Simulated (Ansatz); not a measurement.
Cs₂Cl₂⁺, relaxed as a doublet with UKS r2SCAN-D4/def2-TZVP in Ansatz, starting from the GFN1-xTB geometry. Force threshold 0.02 eV/Å.

In the def2 sets Cs takes a core potential; there is no spin–orbit coupling. In the doublet, Cl3 and Cl4 lie 2.65 Å apart (atoms count from 1), so these atoms are partly bonded to each other. The structure comes from a short search, and lower isomers may exist.

Start:

Cartesian coordinates in Å:
```
Cs -1.8248 -0.7800 -1.9246
Cs 1.8108 0.7710 1.9378
Cl 0.4115 -1.1961 0.0952
Cl -0.3976 1.2050 -0.1084
```

Estimate the energy that the relaxation releases and the steps that it takes.

8.4 kcal/mol, in 5 steps; 18 s on 4 threads of Arm Neoverse V1 on a shared host. No frequencies were taken in this run, so the end may be a saddle point.

Does the start keep its bonding and symmetry?

By distances, no bond broke or formed, bridged metal pairs apart. The bond that changes most is Cs2–Cl3, from 3.04 to 3.34 Å (atoms count from 1). Metal–metal contacts that move far: Cs1–Cs2 5.53 to 6.13 Å. Point group D2h at the start, D2h at the end, both within 0.05 Å.

Predict the relaxed structure.


| atom | x (Å) | y (Å) | z (Å) |
| --- | --- | --- | --- |
| Cs1 | -2.0179 | -0.8606 | -2.1384 |
| Cs2 | 2.0127 | 0.8592 | 2.1438 |
| Cl3 | 0.4242 | -1.2512 | 0.1032 |
| Cl4 | -0.4191 | 1.2526 | -0.1086 |
Bond lengths (bridged metal pairs left out): 4 × Cl–Cs 3.34 Å.
